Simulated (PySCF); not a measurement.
C6H14. Atoms are numbered in the order given.

```xyz
20

C      2.8576     0.9007    -0.3528
C      1.8475     0.0450     0.4026
C      0.4542     0.0625    -0.2220
C     -0.5611    -0.7886     0.5380
C     -1.9462    -0.8622    -0.1088
C     -2.6738     0.4766    -0.1917
H      2.9710     0.5569    -1.3944
H      2.5384     1.9557    -0.3888
H      3.8527     0.8700     0.1182
H      2.2081    -0.9992     0.4552
H      1.7773     0.3893     1.4513
H      0.1025     1.1092    -0.2812
H      0.5180    -0.2928    -1.2693
H     -0.6603    -0.3997     1.5701
H     -0.1585    -1.8132     0.6414
H     -1.8490    -1.2933    -1.1229
H     -2.5659    -1.5762     0.4623
H     -2.7685     0.9395     0.8053
H     -3.6898     0.3556    -0.5994
H     -2.1454     1.1938    -0.8398
```
Charge 0, spin multiplicity 1.

Geometry: r2SCAN-D4/def2-SVP. Other conformers were not sampled.

The numbers are results of HF/pcSseg-1 (PySCF), not measurements.

GIAO shieldings, no solvent; atoms listed in one row are averaged. δ = σ(ref) − σ: ¹³C against TMS (σ = 192.6 ppm); ¹H against TMS (σ = 31.99 ppm), references at their B3LYP-D3(BJ)/def2-TZVP geometries, non-relativistic.

Computed chemical shifts:
```csv
nucleus,atoms,count,δ (ppm)
¹³C,"C3, C4",2,32.3
¹³C,C2,1,26.7
¹³C,C5,1,24.8
¹³C,C1,1,18.6
¹³C,C6,1,16.4
¹H,H17,1,1.68
¹H,H15,1,1.52
¹H,H12,1,1.46
¹H,H16,1,1.39
¹H,H10,1,1.38
¹H,H11,1,1.34
¹H,"H7, H8, H9, H18, H19, H20",6,1.33
¹H,H14,1,1.24
¹H,H13,1,0.97
```
